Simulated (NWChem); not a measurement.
Species: C$_{2}$H$_{5}$BO$_{3}$; SMILES C(B(CO)O)=O

```xyz
11

O      0.7038     2.2005     0.0645
C      0.8653     0.9860     0.1290
B     -0.4572     0.0552     0.0082
O     -1.5926     0.7652    -0.1452
C     -0.4550    -1.5192     0.0974
O      0.8488    -2.1058    -0.0745
H      1.8884     0.5814     0.2732
H     -1.3435     1.7155    -0.1431
H     -0.7698    -1.8056     1.1121
H     -1.2003    -1.9807    -0.5712
H      1.0830    -2.0311    -1.0115
```
Atoms are numbered in this order, from 1.

Results from NWChem. Pople sets run with spherical d functions. Coordinates come from a B3LYP/6-31G* (spherical d) optimisation. Absolute isotropic GIAO shieldings of the H sites, static isolated molecule.

```csv
row,"σ, Hartree-Fock/6-31G* (ppm)","σ, B3LYP/6-311G** (ppm)"
H7,21.12,20.31
H8,25.48,24.55
H10,28.99,27.89
H9,29.04,28.09
H11,32.41,withheld
```

Task: Fit a straight line of the last column on the one before it, predict the withheld value, and compare with the run.

Result: 
1. Means of the 4 shown rows: x = 26.157, y = 25.210. Slope Σ(x − x̄)(y − ȳ)/Σ(x − x̄)² = 41.02/42.17 = 0.9729; intercept -0.239.
2. The shown rows scatter about the line by 0.054 (root mean square); the largest residual is +0.08, at H9.
3. At x = 32.41 (H11; beyond the shown range) the line gives 31.29.
4. The run gives 32.27, +0.98 from the line, 18.3 times the scatter.
